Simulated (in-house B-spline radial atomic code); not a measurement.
Results of a calculation; reference values are marked as such.
# Ghost states of the separable form: Nb

Nb, [Kr] 4d4 5s1, non-relativistic LDA (VWN5), spherical and spin-unpolarised, from a B-spline radial code for spherical atoms (atomic units; all potentials screened as in the neutral atom).

Troullier-Martins channels: 5s (ε = -0.1443, r_c = 3.061 bohr), 4p (ε = -1.2500, r_c = 1.083 bohr), 4d (ε = -0.1253, r_c = 1.462 bohr). In the Kleinman-Bylander form one channel serves as the local potential, and each other channel l becomes |δV u><u δV|/<u|δV|u>, with δV = V_l − V_local and u the pseudo-orbital. Its strength is E_KB = <u|δV²|u>/<u|δV|u>. By the analysis of Gonze, Stumpf and Scheffler a spurious state lies below the reference level ε if E_KB > 0 and ε is above the second level of the local potential alone, or if E_KB < 0 and ε is above its first. The table's levels are those of angular momentum l in a sphere of 9 bohr, whose wall can lift a shallow ε a little above its free-atom value.

```json
{"local": "d", "channel": "s", "<u δV u>": "0.14492", "<u δV² u>": "0.36007", "ε": "-0.1421", "first local level": "-4.3819", "second local level": "-0.6391"}
{"local": "d", "channel": "p", "<u δV u>": "0.32586", "<u δV² u>": "1.5066", "ε": "-1.2501", "first local level": "-1.8834", "second local level": "-0.0849"}
{"local": "s", "channel": "d", "<u δV u>": "-1.7338", "<u δV² u>": "7.2122", "ε": "-0.1250", "first local level": "0.0757", "second local level": "0.3312"}
{"local": "s", "channel": "p", "<u δV u>": "-3.4145", "<u δV² u>": "14.697", "ε": "-1.2501", "first local level": "-0.0496", "second local level": "0.1974"}
{"local": "p", "channel": "d", "<u δV u>": "-0.081135", "<u δV² u>": "0.41653", "ε": "-0.1250", "first local level": "-0.0820", "second local level": "0.1345"}
{"local": "p", "channel": "s", "<u δV u>": "0.14171", "<u δV² u>": "0.31622", "ε": "-0.1421", "first local level": "-2.4320", "second local level": "-0.2205"}
```

Problem. Apply the rule to each row.

Solution. Local d, channel s: E_KB = +2.48, so ε = -0.1421 is set against -0.6391: a ghost. Local d, channel p: E_KB = +4.62, so ε = -1.2501 is set against -0.0849: no ghost. Local s, channel d: E_KB = -4.16, so ε = -0.1250 is set against 0.0757: no ghost. Local s, channel p: E_KB = -4.3, so ε = -1.2501 is set against -0.0496: no ghost. Local p, channel d: E_KB = -5.13, so ε = -0.1250 is set against -0.0820: no ghost. Local p, channel s: E_KB = +2.23, so ε = -0.1421 is set against -0.2205: a ghost.

Diagonalising the separable Hamiltonian gives:

```csv
local,channel,three lowest levels,"all-electron, two lowest valence levels"
d,s,"-3.1460, -0.1421, 0.1257","-0.1421, 0.1273"
d,p,"-1.2501, -0.0311, 0.2194","-1.2501, -0.0310"
s,d,"-0.1250, 0.1243, 0.4413","-0.1250, 0.1220"
s,p,"-1.2501, -0.0102, 0.2611","-1.2501, -0.0310"
p,d,"-0.1250, 0.1219, 0.4259","-0.1250, 0.1220"
p,s,"-0.8214, -0.1421, 0.1274","-0.1421, 0.1273"
```

Problem. Which choices of local channel are safe?

Solution. Free of ghosts: s. With d local the s channel has a ghost 3.00 hartree below ε, since the local potential binds more than one state below ε, and a repulsive term of rank one raises each level at most to the next, so it clears only one of them. With p local the s channel has a ghost 0.68 hartree below ε, since the local potential binds more than one state below ε, and a repulsive term of rank one raises each level at most to the next, so it clears only one of them. Among the safe choices the second level, which tests transfer, is off by at most 20.8 millihartree (s local).
